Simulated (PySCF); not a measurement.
Spectrum to structure. Method used: TDDFT B3LYP/def2-SVPD, vertical, gas phase, core orbitals frozen in the response in PySCF 2.14.0, density-fitted response routines. Geometries: GFN2-xTB, one conformer each.

| state | E (eV) | λ (nm) | f |
| --- | --- | --- | --- |
| S1 | 5.91 | 209.7 | 0.021 |
| S2 | 6.18 | 200.7 | 0.013 |
| S3 | 6.57 | 188.7 | 0.0048 |
| S4 | 6.92 | 179.2 | 0.0097 |
| S5 | 7.24 | 171.3 | 0.011 |
| S6 | 7.47 | 165.9 | 0.031 |
| S7 | 7.51 | 165.1 | 0.033 |
| S8 | 7.75 | 159.9 | 0.0037 |

Orbital energies (eV): HOMO-3 -10.00, HOMO-2 -9.54, HOMO-1 -8.90, HOMO -7.41, LUMO -0.47, LUMO+1 -0.05, LUMO+2 0.14.

Problem. Which structure fits? All have the formula C2H5F3SSi.
A. `FC(F)[C@@H](F)[SiH2]S`
B. `CS[Si@H](F)C(F)F`
C. `CSC[Si](F)(F)F`
D. `FC(F)(F)CS[SiH3]`

Solution. A. Its S1, at 5.91 eV, is the highest among the candidates; the nearest of the others has S1 at 5.65 eV. S1 is HOMO→LUMO (93%). Löwdin shares by element: HOMO sulfur 74%, silicon 10%, hydrogen 6% or more; LUMO sulfur 32%, silicon 20%, hydrogen 12% or more, fluorine 8% or more (atoms not listed hold the other 28%). At the same level the other candidates give, for their lowest levels:
- `CS[Si@H](F)C(F)F`: 5.33 eV (f 0.002); 6.22 eV (f 0.030); 6.67 eV (f 0.019); 6.84 eV (f 0.014); 7.03 eV (f 0.020); T1 4.98 eV; HOMO -7.36, LUMO -0.90 eV
- `FC(F)(F)CS[SiH3]`: 5.65 eV (f 0.011); 5.69 eV (f 0.001); 6.45 eV (f 0.004); 6.88 eV (f 0.003); 7.17 eV (f 0.003); T1 5.18 eV; HOMO -7.12, LUMO -0.45 eV
- `CSC[Si](F)(F)F`: 5.12 eV (f 0.006); 5.54 eV (f 0.008); 5.99 eV (f 0.011); 6.62 eV (f 0.008); 6.72 eV (f 0.030); T1 4.62 eV; HOMO -6.67, LUMO -0.38 eV

The values belong to the conformer `[F:1][CH:2]([F:3])[C@@H:4]([F:5])[SiH2:6][SH:7]`: F1–C2–C4–F5 -87°, C2–C4–Si6–S7 173°, H–S7–Si6–C4 40°.
Triplets come from the Tamm–Dancoff approximation.
